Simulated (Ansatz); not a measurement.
## Ligand exchange: C2H3BrF2 + HF → C2H4F2 + BrF

Species: C2H3BrF2 `FCC(F)Br`, singlet; HF (hydrogen fluoride), singlet; C2H4F2 `FCCF`, singlet; BrF (bromine fluoride), singlet. The partners trade Br for H: C–Br and F–H bonds give way to C–H and F–Br.

Shapes, held fixed at every level: PBE0-D4/def2-TZVP. Flexible molecules stand in one conformer, not always the lowest. Programs: Ansatz 0.2.0. Electronic energies: no zero-point or thermal term.

Question: Estimate ΔE of this reaction.

Answer: The highest level, CCSD(T)/def2-TZVPP, gives ΔE = +192.3 kJ/mol; the levels span +171.3 to +192.3. The column of differences is taken from that level and isn't an error. No measured value is set beside it here. Relativity is left out for Br unless named. Correlated rows may include outer-core shells of Br, which these sets cover unevenly.

```tsv
level	kind	ΔE (kJ/mol)	less CCSD(T)/def2-TZVPP
HF/def2-TZVPP	Hartree–Fock	+182.3	-10.0
PBE-D4/def2-TZVPP	GGA	+173.3	-19.0
r2SCAN-D4/def2-TZVPP	meta-GGA	+184.9	-7.4
B3LYP-D4/def2-TZVPP	global hybrid	+171.3	-21.0
wB97M-V/def2-TZVPP	range-separated hybrid	+179.1	-13.2
B2PLYP/def2-TZVPP	double hybrid	+178.3	-14.0
CCSD(T)/def2-TZVPP	coupled cluster or CI	+192.3	0.0
```
